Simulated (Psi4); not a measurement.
BiBr$_{3}$, triplet, geometry from GFN2-xTB (such geometries of metal compounds can be far from the true shape) (a higher spin typed on purpose: for a closed-shell molecule this is an excited state) (core potentials on Bi); PBE0/def2-SVP in Psi4.

The Psi4 input:
```
memory 2 GB

molecule mol {
0 3
  Bi   -0.009649    0.051965   -0.005793
  Br   -1.592504   -2.060240    0.193467
  Br   -0.610712    3.288912   -0.366632
  Br    2.226099   -1.351902    0.186903
}

set basis def2-svp
set reference uks

energy('pbe0')
print_variables()
```

Question: Predict the main parts of the log of this Psi4 run.

Answer: 
```
   => Loading Basis Set <=

    Name: DEF2-SVP
    Role: ORBITAL
    Keyword: BASIS

    !!!  WARNING: ECP capability is in beta. Please check occupations closely.  !!!

         ---------------------------------------------------------
                                   SCF
               by Justin Turney, Rob Parrish, Andy Simmonett
                          and Daniel G. A. Smith
                              UKS Reference
         ---------------------------------------------------------

  ==> Geometry <==

    Molecular point group: c1
    Full point group: C1

    Geometry (in Angstrom), charge = 0, multiplicity = 3:

       Center              X                  Y                   Z               Mass
    ------------   -----------------  -----------------  -----------------  -----------------
         BI          -0.009176604166     0.049419634147    -0.005509326487   208.980399100000
         BR          -1.592031604166    -2.062785365853     0.193750673513    78.918337600000
         BR          -0.610239604166     3.286366634147    -0.366348326487    78.918337600000
         BR           2.226571395834    -1.354447365853     0.187186673513    78.918337600000

  Running in c1 symmetry.

  Rotational constants: A =      0.02832  B =      0.01226  C =      0.00856 [cm^-1]
  Rotational constants: A =    849.11540  B =    367.48250  C =    256.48166 [MHz]
  Nuclear repulsion =  854.532560740026497

  Charge       = 0
  Multiplicity = 3
  Electrons    = 128
  Nalpha       = 65
  Nbeta        = 63

  ==> Algorithm <==

  SCF Algorithm Type is DF.
  DIIS enabled.
  MOM disabled.
  Fractional occupation disabled.
  Guess Type is SAD.
  Energy threshold   = 1.00e-06
  Density threshold  = 1.00e-06
  Integral threshold = 1.00e-12

  ==> Primary Basis <==

  Basis Set: DEF2-SVP
    Blend: DEF2-SVP
    Number of shells: 46
    Number of basis functions: 122
    Number of Cartesian functions: 133
    Spherical Harmonics?: true
    Max angular momentum: 2

  Core potential: DEF2-SVP
    Number of shells: 4
    Number of ECP primitives: 18
    Number of ECP core electrons: 60
    Max angular momentum: 3

  ==> DFT Potential <==

   => LibXC <=

    Version 7.1.2
    S. Lehtola, C. Steigemann, M. J. T. Oliveira, and M. A. L. Marques,  SoftwareX 7, 1–5 (2018) (10.1016/j.softx.2017.11.002)

   => Composite Functional: PBE0 <=

    PBE0 Hyb-GGA Exchange-Correlation Functional

    C. Adamo and V. Barone,  J. Chem. Phys. 110, 6158 (1999) (10.1063/1.478522)
[...]
      Ntotal   =  128.0000222561 ; deviation = 2.226e-05

   @Spin Contamination Metric:   5.424223103E-03
   @S^2 Expected:                2.000000000E+00
   @S^2 Observed:                2.005424223E+00
   @S   Expected:                1.000000000E+00
   @S   Observed:                1.000000000E+00

    Orbital Energies [Eh]
    ---------------------

    Alpha Occupied:

[...]
    Alpha Virtual:

[...]
    Beta Occupied:

[...]
    Beta Virtual:

[...]
    Final Occupation by Irrep:
              A
    DOCC [    63 ]
    SOCC [     2 ]
    NA   [    65 ]
    NB   [    63 ]

  @DF-UKS Final Energy: -7935.30676600166498

   => Energetics <=

    Nuclear Repulsion Energy =            854.5325607400264971
    One-Electron Energy =              -12826.1619613056864182
    Two-Electron Energy =                4255.4147453997056800
    DFT Exchange-Correlation Energy =    -219.0921108357108267
    Empirical Dispersion Energy =           0.0000000000000000
    VV10 Nonlocal Energy =                  0.0000000000000000
    Total Energy =                      -7935.3067660016649825

  UHF NO Occupations:
  HONO-2 :   63  A 1.9990043
  HONO-1 :   64  A 1.0000000
  HONO-0 :   65  A 1.0000000
  LUNO+0 :   66  A 0.0009957
  LUNO+1 :   67  A 0.0006739
  LUNO+2 :   68  A 0.0004096
  LUNO+3 :   69  A 0.0003751

Computation Completed

Properties will be evaluated at   0.000000,   0.000000,   0.000000 [a0]

Properties computed using the SCF density matrix

 Multipole Moments:

 ------------------------------------------------------------------------------------
     Multipole            Electronic (a.u.)      Nuclear  (a.u.)        Total (a.u.)
 ------------------------------------------------------------------------------------

 L = 1.  Multiply by 2.5417464519 to convert [e a0] to [Debye]
 Dipole X            :         -1.5781836            1.2083753           -0.3698083
 Dipole Y            :          8.4993326           -6.5075777            1.9917548
 Dipole Z            :         -0.9474550            0.7254681           -0.2219868
 Magnitude           :                                                    2.0379214

 ------------------------------------------------------------------------------------

  Variable Map:
  ----------------------------------------------------------------------------
[...]
  Array Variable Map:
  ----------------------------------------------------------------------------
[...]
[...]
```
